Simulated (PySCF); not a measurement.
B3LYP has the VWN-RPA correlation part, as in Gaussian. Excitations are Tamm–Dancoff values on a coarser integration grid. The basis has no diffuse functions, so Rydberg states are missing or too high.

Species: H₂AlF, SMILES `[AlH2][F]` (charge 0, multiplicity 1).

**Question.** What is the computed brightest of the four lowest singlets (TDA), dipole moment, T1 excitation (TDA), HOMO and S1–T1 gap (TDA) (B3LYP-D3(BJ)/def2-TZVP // PBE0-D3(BJ)/def2-TZVP (PySCF 2.14.0))?

**Answer.** 
| Quantity | Result |
|---|---|
| brightest of the four lowest singlets (TDA) | 8.03 eV |
| dipole moment | 1.35 D |
| T1 excitation (TDA) | 5.32 eV |
| HOMO | -8.61 eV |
| S1–T1 gap (TDA) | 0.48 eV |
